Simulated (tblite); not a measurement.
Start geometry of `COc1c(cpcp1)C` from a force field or distance geometry (Å):
```
atom  x, y, z in Å
C1    -2.2255    1.2231   -1.0086
O2    -1.5109    0.4835   -0.0506
C3    -0.2404    0.0122   -0.4225
P4     0.3636    0.0126   -2.1850
C5     2.1397    0.1152   -1.7630
P6     2.8477   -1.3203   -0.8978
C7     1.7948   -1.1682    0.5956
C8     0.5025   -0.5903    0.6442
C9    -0.1687   -0.6195    2.0151
H10   -3.1454    1.5976   -0.5171
H11   -2.5517    0.5911   -1.8450
H12   -1.6706    2.0936   -1.3511
H13    2.6695    1.0595   -1.8215
H14    2.2180   -1.6230    1.4923
H15   -1.1169   -1.1673    1.9674
H16   -0.3694    0.4080    2.3655
H17    0.4566   -1.0960    2.7723
```

What comes out of this run: tblite, GFN2-xTB geometry optimisation, gas phase?

```
atom  x, y, z in Å
C1    -2.1818    1.2105   -0.9500
O2    -1.4412    0.5282    0.0245
C3    -0.1596    0.1849   -0.2897
P4     0.4710    0.6237   -1.8664
C5     2.0795    0.0032   -1.8320
P6     2.9645   -0.8492   -0.6254
C7     1.8089   -0.9601    0.6659
C8     0.5115   -0.5007    0.7368
C9    -0.2716   -0.7387    1.9967
H10   -3.1672    1.3816   -0.5197
H11   -2.2757    0.6150   -1.8659
H12   -1.7153    2.1698   -1.2033
H13    2.6253    0.1920   -2.7526
H14    2.1830   -1.4742    1.5449
H15   -1.1799   -1.2949    1.7708
H16   -0.5743    0.2128    2.4311
H17    0.3161   -1.2918    2.7243
```

The energy falls by 61.3 kcal/mol over 67 L-BFGS steps, the largest force on an atom goes from 3.22 to 0.009 eV/Å, and the atoms move by 0.419 Å rms after alignment. The bond that changes most is C3–P4 (ends: aromatic carbon bearing oxygen; phosphorus bonded to 2 C), which shortens by 0.109 Å. Bonds longer at the end by more than 0.005 Å: 1 of 17; shorter: 12. Among the angles that change most is P4–C5–P6, from 116.3° to 132.2°. Among the dihedrals that turn most is C3–P4–C5–H13, from -101° to 180°. Rotational constants go from 1776, 979.8, 653.9 to 1871, 1037, 673.0 MHz. The orientation of the end geometry is arbitrary; only internal coordinates are fixed.

Run on an Arm Neoverse V1 with one thread, shared host.

Its GFN2-xTB frequencies are all real (lowest 74 cm⁻¹). The numbers are those of one conformer.

All values are computed, not measured.
